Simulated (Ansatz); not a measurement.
`BCC(C)=O` + `B[CH2][GeH3]` → `B[CH2][GeH2][CH3]` + `BCC=O`  (formal exchange of groups at a C–C bond)

Program: Ansatz. Geometries: PBE0-D4/def2-TZVP. ΔE: electronic, gas phase. CBS: MP2 limit from def2 TZ/QZ plus the TZ coupled-cluster correction, frozen cores. DFT in def2-TZVPP. B3LYP here is the variant with VWN-RPA as its local correlation; programs differ in this. For Ge outer-core shells are correlated without core-valence functions, which leaves a few kJ/mol of doubt a bond. Scalar relativity is left out up to krypton. Each species was taken in one conformer, which may not be the lowest.

`BCC(C)=O`:

Cartesian coordinates in Å:
```
B -1.510 0.538 0.805
C 0.026 0.763 0.690
C 0.639 0.356 -0.623
C 0.802 -1.119 -0.874
O 0.973 1.184 -1.434
H -2.145 1.172 1.594
H -2.063 -0.304 0.158
H 0.391 0.095 1.493
H 0.328 1.778 0.953
H 1.060 -1.294 -1.916
H -0.106 -1.667 -0.611
H 1.605 -1.502 -0.236
```

`B[CH2][GeH3]`:

Z-matrix (Å, degrees):
```
C
Ge 1 1.994
B 1 1.526 2 102.4
H 1 1.092 2 103.8 3 -121.8
H 1 1.092 2 104.0 3 121.9
H 2 1.537 1 107.1 3 -177.4
H 2 1.536 1 110.6 3 63.4
H 2 1.536 1 110.9 3 -58.2
H 3 1.199 1 120.6 2 88.2
H 3 1.199 1 120.6 2 -86.8
```

`B[CH2][GeH2][CH3]`:

Cartesian coordinates in Å:
```
B -1.170 -0.520 -1.590
C 0.294 -0.667 -1.202
Ge 0.255 0.813 0.156
C 0.531 0.058 1.931
H -2.026 -1.069 -0.954
H -1.499 0.220 -2.475
H 0.586 -1.552 -0.636
H 1.050 -0.389 -1.935
H -1.109 1.539 0.109
H 1.341 1.836 -0.221
H 1.505 -0.430 1.986
H 0.485 0.840 2.691
H -0.244 -0.680 2.141
```

`BCC=O`:

Cartesian coordinates in Å:
```
B -0.166 -1.228 -0.418
C 0.547 0.064 0.077
C -0.382 1.168 0.460
O -0.423 1.675 1.547
H 0.391 -2.283 -0.358
H -1.251 -1.162 -0.919
H 1.040 0.364 -0.870
H 1.327 -0.085 0.824
H -1.083 1.486 -0.343
```

| level | ΔE (kJ/mol) |
| --- | --- |
| PBE-D4 | -4.9 |
| ωB97X-V | -0.3 |
| PBE0 | -3.1 |
| B3LYP | -2.2 |
| SCS-MP2/def2-TZVPP | -7.8 |
| CCSD/def2-TZVPP | -5.9 |
| MP2/CBS(def2) | -8.6 |
| CCSD/CBS(def2) | -4.1 |

(1) What does CCSD(T)/CBS give? (Estimate.)

Largest T1 diagnostic among the species: 0.014.

## Answers

(1) Ansatz gave: -5.4 kJ/mol. The listed levels differ from it by 0.5, 5.1, 2.3, 3.2, -2.4, -0.5, -3.2, 1.3 kJ/mol.

In def2-TZVPP, CCSD(T) changes the Hartree–Fock value by −12.9 kJ/mol (the triples alone add −1.3 kJ/mol) and MP2 by −16.1 kJ/mol.
